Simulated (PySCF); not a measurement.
PySCF 2.14 output of an unrestricted PBE calculation on a single atom or ion in aug-cc-pVDZ-PP with ECP60MDF, with a scalar-relativistic core potential:

```
SCF conv_tol = 1e-09
number electrons alpha = 7  beta = 5
    J. P. Perdew, K. Burke, and M. Ernzerhof.,  Phys. Rev. Lett. 77, 3865 (1996)
    J. P. Perdew, K. Burke, and M. Ernzerhof.,  Phys. Rev. Lett. 78, 1396 (1997)
    J. P. Perdew, K. Burke, and M. Ernzerhof.,  Phys. Rev. Lett. 77, 3865 (1996)
    J. P. Perdew, K. Burke, and M. Ernzerhof.,  Phys. Rev. Lett. 78, 1396 (1997)
cycle= 1 E= -48.285484708999  delta_E= -0.00738  |g|= 0.0515  |ddm|= 1.39
cycle= 2 E= -48.291469918613  delta_E= -0.00599  |g|= 0.0314  |ddm|= 0.691
cycle= 3 E= -48.2945882015684  delta_E= -0.00312  |g|= 0.0159  |ddm|= 0.294
cycle= 4 E= -48.2951916650703  delta_E= -0.000603  |g|= 0.00962  |ddm|= 0.181
cycle= 5 E= -48.295279452623  delta_E= -8.78e-05  |g|= 0.000687  |ddm|= 0.0846
cycle= 6 E= -48.2952807118806  delta_E= -1.26e-06  |g|= 0.000111  |ddm|= 0.00839
cycle= 7 E= -48.2952808725271  delta_E= -1.61e-07  |g|= 6.2e-05  |ddm|= 0.00392
cycle= 8 E= -48.2952809281543  delta_E= -5.56e-08  |g|= 2.73e-05  |ddm|= 0.00243
cycle= 9 E= -48.2952809571666  delta_E= -2.9e-08  |g|= 1.1e-05  |ddm|= 0.00274
cycle= 10 E= -48.2952809602236  delta_E= -3.06e-09  |g|= 2.27e-06  |ddm|= 0.00113
cycle= 11 E= -48.2952809602516  delta_E= -2.79e-11  |g|= 2.58e-07  |ddm|= 0.000113
converged SCF energy = -48.2952809602516  <S^2> = 2.5906148  2S+1 = 3.3708247
```

The run itself started from symmetry-adapted Hartree-Fock orbitals and held the occupation by maximum overlap, on a logarithmic radial grid, so the iterations belong to that start.

Which element, charge and spin multiplicity is this?

Hf (hafnium, neutral), multiplicity 3; the state was [Xe] 4f14 5d1 6s2 7s1, high-spin 3D determinant (an excited configuration).

⟨L²⟩ = 8.29 against 6 for a pure D term, so this real determinant mixes terms. Energies and moments cover only the electrons outside the core potential. Spin-orbit coupling, absent here, splits the open shell strongly. ⟨S²⟩ = 2.59 against 2.00 shows spin contamination. The outer electron is Rydberg-like, and this basis confines it to a smaller radius and binds it less than a complete one would. The s, p, d and f populations moved away from the nominal configuration during the SCF.
